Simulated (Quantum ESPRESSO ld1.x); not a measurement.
The numbers below are computed, except where a source is named.
Q: Hg61+, configuration [Ar] 3d1 (the NIST ground configuration). Code: ld1.x of Quantum ESPRESSO 7.5. Model: Dirac Kohn-Sham, PBE, spin-unpolarised, spherical densities, point nucleus; open shells are shared between the two j in proportion to 2j + 1.

Spin-orbit splittings of the eigenvalues, e(l+1/2) - e(l-1/2), with zeta = 2 splitting/(2l+1) and mean radii in bohr:

shell  occ.  splitting (eV)  zeta (eV)  <r> j=l-1/2  <r> j=l+1/2
2p        6            1977       1318      0.05647      0.06493
3p        6               ?          ?       0.1591       0.1722
3d        1           116.2      46.49       0.1475       0.1515

Estimate the 3p splitting.

A: 508.7 eV (zeta = 339.1 eV).
